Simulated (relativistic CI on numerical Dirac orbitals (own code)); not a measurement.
## Hyperfine structure of Cu⁸⁺, mass number 65

Calculated at this level of theory: Dirac-Coulomb-Breit CI, orbitals from a KLI potential per configuration, QED by a radiative potential, unscaled Slater integrals (own radial code, finite nucleus).

CI space (outside the closed core [Ne]): 3s2 3p6 3d3, 3s2 3p5 3d4, 3s2 3p6 3d2 4s, 3s 3p6 3d4, 3s2 3p6 3d2 4p, 3s2 3p6 3d2 4d, 3s2 3p6 3d 4s 4p, 3s2 3p6 3d2 4f, 3s2 3p6 3d2 5s, 3s2 3p6 3d2 5p, 3s2 3p6 3d 4s2, 3s2 3p6 4s2 4p, 3s2 3p6 4s2 4d, 3s2 3p6 4s2 4f, 3p6 3d5, 3p5 3d6, 3s2 3p6 3d 4p2, 3s2 3p6 4s 4p2, 3s2 3p6 4p3, 3s2 3p6 4p2 4d, 3s2 3p6 4p2 4f, 3s2 3p6 3d 4s 4d, 3s2 3p6 4s 4p 4d, 3s2 3p6 4s 4d2, 3s2 3p6 4s 4d 4f. Double excitations out of closed p, d and f shells are left out; levels of such configurations are missing from the list, as are those of other unlisted configurations, and high levels can miss mixing partners.

Nuclear spin I = 3/2, μ = 2.3844 μN, Q = -0.204 b (tables of Stone and Pyykkö). The electronic factors are computed for point nuclear moments, without core polarisation or the Bohr-Weisskopf and QED corrections.

```csv
Level,E (cm⁻¹),A (MHz),B (MHz)
3s2 3p6 3d3 4F_3/2,0.0,2992,88.7
3s2 3p6 3d3 4F_5/2,1211.3,1852,88
3s2 3p6 3d3 4F_7/2,2776.6,1526,122
3s2 3p6 3d3 4F_9/2,4607.4,1456,180
3s2 3p6 3d3 4P_1/2,28383.3,-1561,
3s2 3p6 3d3 4P_3/2,28719.5,1411,201
3s2 3p6 3d3 4P_5/2,30409.7,715.3,-253
3s2 3p6 3d3 2G_7/2,30848.3,2268,-141
```

Levels with J = 0, under 50 % of one LS term, or S terms without an open s electron are left out. Small factors come from cancelling terms and can be off by tens of per cent or more.

At this charge configurations can still be misplaced by up to about 7 % of their energy. Terms inside the open d or f shell come out 10 to 20 % too wide with unscaled integrals.

Give the hyperfine levels of 3s2 3p6 3d3 4F_3/2 relative to its centre of gravity.

With K = F(F + 1) − I(I + 1) − J(J + 1), E = AK/2 + B[¾K(K + 1) − I(I + 1)J(J + 1)]/[2I(2I − 1)J(2J − 1)]: F = 0: -11110, F = 1: -8206, F = 2: -2311, F = 3: 6754 MHz.

LS names give the leading component of a level, which can be under half, so a name can repeat, a term be missing and a line seem to break the LS rules.
